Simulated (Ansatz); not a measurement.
`F[SiH](Cl)O[SiH3]` at its PBE0-D4/def2-TZVP geometry, where that method's forces vanish. Total charge 0; spin multiplicity 1.

```xyz
9

F     2.1807   -0.4935    1.1635
Si    1.5010    0.3821    0.0320
Cl    1.1691    2.2317    0.8147
O     0.1176   -0.2953   -0.4127
Si   -1.4958   -0.5217   -0.1692
H     2.4199    0.4732   -1.1073
H    -2.0381   -1.1799   -1.3800
H    -1.6996   -1.3868    1.0178
H    -2.1547    0.7901    0.0412
```

What forces (eV/Å) does ωB97M-V/def2-TZVPP give on these atoms in Ansatz? (An estimate is asked.)

Computed: 
```
F1   0.058 -0.072  0.107
Si2  0.178  0.086 -0.259
Cl3 -0.018  0.035  0.022
O4  -0.002 -0.026 -0.035
Si5 -0.265 -0.048  0.027
H6  -0.120 -0.010  0.153
H7   0.062  0.083  0.153
H8   0.025  0.107 -0.144
H9   0.082 -0.155 -0.024
```
